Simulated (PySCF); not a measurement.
A geometry optimisation on W(OMe)F5, `C[O][W]([F])([F])([F])([F])[F]`.

Computed with PBE0-D3(BJ)/def2-SVP geometry optimisation, gas phase, def2 core potentials past Kr (PySCF 2.14.0). Start geometry: GFN2-xTB. A driver script takes a list of jobs; this job's settings line and coordinates (Å) are shown.

Input:
```
{"job": {"xc": "PBE0", "basis": "def2-SVP", "d3": "d3bj", "grid": 1, "maxiter": 30, "shake": 0.03, "kind": "geom"}, "charge": 0, "multiplicity": 1}
W     -0.464500    -0.257510    -0.934610
O     -0.377400    -0.394780     0.814880
C      0.627160     0.167800     1.560400
H      1.737020    -0.291050     1.266640
H      0.514900    -0.027340     2.623420
H      0.708060     1.279950     1.392760
F     -0.539970     0.114860    -2.764060
F      1.359030    -0.428660    -1.179920
F     -2.368750     0.103020    -0.787830
F     -0.257160     1.654500    -0.757020
F     -0.840330    -2.006310    -1.203760
```

Output:
```
step   0  E = -680.58784096  max force = 0.083327
step   1  E = -680.60800517  max force = 0.048559
step   2  E = -680.61595818  max force = 0.022938
step   3  E = -680.62088122  max force = 0.015905
step   4  E = -680.61895541  max force = 0.016863
step   5  E = -680.62340501  max force = 0.009009
step   6  E = -680.62416577  max force = 0.004376
step   7  E = -680.62432510  max force = 0.003911
step   8  E = -680.62460550  max force = 0.003352
step   9  E = -680.62488829  max force = 0.001990
step  10  E = -680.62503257  max force = 0.002707
step  11  E = -680.62521138  max force = 0.001731
step  12  E = -680.62541015  max force = 0.001303
step  13  E = -680.62561044  max force = 0.001921
step  14  E = -680.62573348  max force = 0.002279
step  15  E = -680.62577823  max force = 0.001008
step  16  E = -680.62579545  max force = 0.000475
step  17  E = -680.62579973  max force = 0.000531
step  18  E = -680.62580274  max force = 0.000411
optimisation converged
```

Energies in Eh; «max force» is the largest Cartesian gradient component in Eh/bohr.

Question: How much energy does the optimisation release, in kJ/mol?

Answer: E(step 0) − E(last step) = 0.037962 Eh, which is 99.7 kJ/mol.

Question: Give the first gradient maximum in eV/Å.

Answer: With 1 Eh/bohr = 51.422 eV/Å, 4.285 eV/Å.

In short: final energy -680.62580 Eh after 18 steps; dipole 5.14 D.

On one thread, Arm Neoverse V1 (aarch64), no GPU, shared host, this took 4.2 min of wall time and 0.56 GiB of memory at its peak.
Labels such as C1 count atoms from 1, the log's own numbers from 0.
